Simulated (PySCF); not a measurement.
Computed Raman spectrum (relative Raman activity) of a molecule C₂H₄OSe. Geometry: PBE-D3(BJ)/def2-SVP. Other conformers were not sampled. Level of theory: PBE-D3(BJ)/def2-SVP (PySCF). Frequencies are harmonic and unscaled.

```
ν (cm⁻¹)  relative intensity
--------  ------------------
423                      3.6
572                      4.8
740                      4.1
828                      3.5
1468                     9.4
2944                     6.7
2954                     100
3009                      74
```

Problem. Which structure fits?
A) O=CC[SeH]
B) C1OC[Se]1
C) C[Se]C=O

Solution. B, C1OC[Se]1
